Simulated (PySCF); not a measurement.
Species: C3H3BBrF.
Numbering: `[CH:1]#[C:2][CH2:3][B:4]([F:5])[Br:6]` (hydrogens: H7 on C1; H8, H9 on C3)

Computed, not measured: PySCF, PBE0-D3(BJ)/def2-SVP geometry optimisation, gas phase.

Problem. What internal coordinates does the optimisation give?

Solution. 
```json
{"bond": "C1≡C2", "length (Å)": "1.211", "order": "triple"}
{"bond": "C2–C3", "length (Å)": "1.457", "order": "single"}
{"bond": "C3–B4", "length (Å)": "1.575", "order": "single"}
{"bond": "B4–F5", "length (Å)": "1.315", "order": "single"}
{"bond": "B4–Br6", "length (Å)": "1.912", "order": "single"}
{"bond": "C1–H7", "length (Å)": "1.074", "order": "single"}
{"bond": "C3–H8, C3–H9", "length (Å)": "1.102", "order": "single"}
```

Bonds in one row agree within 0.01 Å and their mean is given. Orders are formal, as drawn. A selection of angles:
```json
{"angle": "C2–C1–H7", "degrees": "179.3"}
{"angle": "C1–C2–C3", "degrees": "176.7"}
{"angle": "C2–C3–B4", "degrees": "105.8"}
{"angle": "C2–C3–H8", "degrees": "110.2"}
{"angle": "C2–C3–H9", "degrees": "110.6"}
{"angle": "B4–C3–H8", "degrees": "109.7"}
{"angle": "B4–C3–H9", "degrees": "111.9"}
{"angle": "H8–C3–H9", "degrees": "108.7"}
{"angle": "C3–B4–F5", "degrees": "120.0"}
{"angle": "C3–B4–Br6", "degrees": "122.4"}
{"angle": "F5–B4–Br6", "degrees": "117.6"}
```

Torsions: C2–C3–B4–F5 88° (synclinal). The mirror-image conformer, all signs reversed, is as good.

The C–C distances run from 1.211 Å (C1≡C2, drawn triple) to 1.457 Å (C2–C3, drawn single), a spread of 0.246 Å. B4 (three-coordinate boron) is planar (angles 122.4°, 120.0° and 117.6°, sum 360.0°, 0.01 Å off the plane of its three neighbours).

Point group: C1 (no symmetry element, even within 0.4 Å). Not checked by PBE0-D3(BJ)/def2-SVP frequencies. The numbers are those of one conformer.

On one thread of an Arm Neoverse N1, no GPU (shared host), this took 1.9 min wall and 0.49 GiB of memory at its peak. This is the geometry optimisation.
